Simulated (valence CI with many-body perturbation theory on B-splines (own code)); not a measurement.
**Sensitivity of CI+MBPT for Tc XXXI**

Computed by configuration interaction combined with many-body perturbation theory (CI+MBPT): three valence electrons over a frozen Dirac-Fock core [Ne], a basis of 6 s, 6 p, 5 d, 3 f, 1 g functions for each j, with the one-electron correlation potential Σ1 (screened to all orders), the two-electron term Σ2, the three-electron term Σ3, Breit, model QED; selected single and double excitations, second order for the rest, scaled by the run's own slope (own B-spline code, finite nucleus).

No measured spectrum was set against this ion. As an estimate, large intervals hold to a few tenths of a per cent, small ones and those within an open d or f shell to about a per cent.

The reference run has the lowest level (3s^2 3p1/2) J=1/2 and an ionisation energy of 1704.80 eV. Its largest variational space holds 2878 state functions.

Levels are named by their leading jj configuration (3d3/2^4 stands for four electrons in 3d with j = 3/2), which in mixed levels can hold well under half, so a name can repeat and another be missing. Letters in brackets count levels of one name in rising energy.

Changed runs:
A. scale of Σ1 1 → 0; scale of Σ2 1 → 0; three-electron term on → off
B. shift of the energy in Σ1 (hartree) 0 → 6.05; cutoff of virtual states (hartree) 3698 → 7200
C. highest l with Σ1, explicit Σ2 and valence Breit (higher l get mean screening factors) 3 → 1
D. size limit of the variational space 10000 → 300; second order for the rest on → off (bad on purpose)

Excitation energies of the reference run in cm⁻¹, and shifts in cm⁻¹:

| Level | Reference | A | B | C | D |
| --- | --- | --- | --- | --- | --- |
| (3s^2 3p3/2) J=3/2 | 228184 | -578 | +27 | +9.5 | +490 |
| (3s 3p1/2^2) J=1/2 | 561982 | +405 | -27 | -58 | -168 |
| (3s 3p1/2 3p3/2) J=3/2 [a] | 709316 | -697 | -5.0 | -119 | -25 |
| (3s 3p1/2 3p3/2) J=5/2 | 768013 | -239 | -1.6 | -92 | +134 |
| (3s 3p1/2 3p3/2) J=3/2 [b] | 863380 | +923 | +2.9 | -559 | +466 |
| (3s 3p1/2 3p3/2) J=1/2 | 937186 | +4791 | -5.6 | +329 | +112 |
| (3s 3p3/2^2) J=5/2 | 977267 | -616 | +24 | -905 | +267 |
| (3s^2 3d3/2) J=3/2 | 1138990 | +5010 | +24 | -5579 | +910 |
| (3s 3p3/2^2) J=1/2 | 1166820 | +2964 | +23 | +302 | +142 |
| (3s 3p3/2^2) J=3/2 | 1216920 | +5476 | +27 | -3356 | +891 |
| (3s^2 3d5/2) J=5/2 | 1222290 | +5080 | +37 | -9505 | +810 |
| (3p1/2^2 3p3/2) J=3/2 | 1469190 | +3555 | -26 | -874 | +659 |
| Ionisation energy (eV) | 1704.80 | -0.70 | +0.05 | -0.046 | -0.08 |
